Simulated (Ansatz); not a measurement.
Saddle point of GeSiH₃F₃, closed shell (GeSiH₃F₃ ([F][Si]([F])([F])[GeH3]) → GeH₃F ([F][GeH3]) + SiF₂; bonds formed: Ge1–F3; bonds broken: Ge1–Si2, Si2–F3), PBE0-D4/def2-TZVP structure:

| atom | x (Å) | y (Å) | z (Å) |
| --- | --- | --- | --- |
| Ge1 | 0.0921 | -0.7412 | 1.0676 |
| Si2 | -0.4255 | 1.1239 | -0.8852 |
| F3 | 0.5964 | -0.4342 | -0.7727 |
| F4 | -1.2189 | 0.7213 | -2.2188 |
| F5 | 0.7433 | 2.0624 | -1.4537 |
| H6 | -1.3927 | -1.0644 | 1.1969 |
| H7 | 0.6439 | 0.3378 | 1.9937 |
| H8 | 0.9615 | -2.0055 | 1.0721 |

Energies are electronic, without zero-point energy. Barriers and step energies count from the start structure reached by relaxing down the imaginary mode; all methods use the PBE0-D4 structures, on which another method's saddle can fall below an end. Ansatz 0.2.0; basis: def2-TZVPP, with def2-QZVPP for the basis limit; cores frozen in the correlated methods. Filled d shells of the heavier atoms are correlated. The def2 sets are not built for correlating such inner shells, so the correlated values are less sure here. B3LYP uses VWN-RPA correlation. Extrapolation: Hartree–Fock as exp(−7.88 √X), correlation as X^−2.97.

```tsv
method	barrier (kcal/mol)	step energy (kcal/mol)
SPW92	55.24	56.33
PBE-D4	54.64	52.44
BLYP-D4	53.71	48.06
r2SCAN-D4	60.58	58.27
B97M-V	?	54.51
PBE0-D4	60.14	56.86
B3LYP-D4	58.28	52.14
r2SCAN0-D4	?	60.26
BHLYP-D4	63.43	55.99
CAM-B3LYP-D4	60.25	53.34
wB97X-V	?	54.92
wB97M-V	57.28	51.15
B2PLYP	60.32	53.62
PBE-QIDH	64.06	59.49
RPA on PBE	58.92	51.80
HF	69.01	56.42
MP2	63.64	57.36
CCSD	63.77	55.90
CCSD(T)	62.04	55.37
```

Question: Fill in the withheld barriers. (An estimate is asked for; the value comes from the calculation.)

Answer: Computed: wB97X-V 60.89; B97M-V 59.54; r2SCAN0-D4 63.66 kcal/mol. Each is the energy of the saddle less that of the start structure, by the same method.

For comparison, the barrier by CCSD(T) at an estimated basis limit (MP2 extrapolated from triple and quadruple zeta, plus CCSD(T) − MP2 in triple zeta) is 62.71 kcal/mol.

T1 diagnostic: at most 0.014.

Losses and insertions of silylenes and their heavier kin drive the gas-phase chemistry of silicon and germanium vapour deposition.

Labels in which every atom is bracketed show which atoms are joined, not bond orders.

For scale, one of the runs: CCSD(T)/def2-TZVPP, 225 basis functions, launched by `ansatz run in.yaml --threads 8 --pin off --events-out ev --progress --plain --max-ram 19148MiB`. Hardware: 8 CPU threads of an Arm Neoverse V1, shared host. Wall time 110 s; peak host memory 3.9 GiB.
